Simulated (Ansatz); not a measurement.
The same path of ClGeH3O + H3P (10 atoms, charge 0, multiplicity 1) was run twice with different band settings. Lost on the way: Ge1–Cl2, P7–H10. Made: Ge1–P7, Cl2–H10.

Level of theory: RKS PBE0-D4/def2-SVP (Ansatz).

Relaxed end points:

```xyz
10
Properties=species:S:1:pos:R:3
Ge -0.146 -0.398 -0.071
Cl -0.730 -0.380 2.014
H 1.377 -0.326 -0.168
O -0.740 1.074 -0.852
H -1.696 1.181 -0.799
H -0.795 -1.650 -0.681
P 1.564 3.167 1.409
H 2.580 2.307 0.887
H 0.646 2.850 0.363
H 1.040 2.156 2.270
```

```xyz
10
Properties=species:S:1:pos:R:3
Ge 0.068 0.397 -0.176
Cl 0.587 -0.484 3.445
H 1.096 -0.737 -0.128
O -0.091 0.770 -1.913
H -0.797 1.399 -2.097
H -1.298 0.000 0.417
P 0.882 2.200 1.060
H 1.868 2.587 0.106
H -0.100 3.135 0.616
H 0.887 0.713 3.041
```

Common settings: movable images 7; climbing image yes; optimiser quadratic models (default); start path through a guess of the saddle point; force threshold 0.05 eV/Å; iteration limit 60; end points relaxed.

| run | spring |
| --- | --- |
| 1 | 5.0 eV/Å² |
| 2 | 50.0 eV/Å² |

Problem. What does each run give, and how far can it be trusted?

Solution. Run 1: converged after 31 iterations, highest image 2.144 eV above the first end. Neighbouring images differ by up to 1.7 eV, so the band resolves the path poorly. A vibrational analysis at the climbing image gives one clearly imaginary mode, 537i cm⁻¹: a first-order saddle point.
Run 2: converged after 32 iterations, highest image 2.144 eV above the first end. Neighbouring images differ by up to 1.8 eV, so the band resolves the path poorly. Another band between the same ends (7 images) ends at a top of the same energy, where a vibrational analysis finds 1 clearly imaginary mode.
The orbitals stay closed-shell, which can raise the energy where a bond breaks towards radicals; this wasn't checked here.
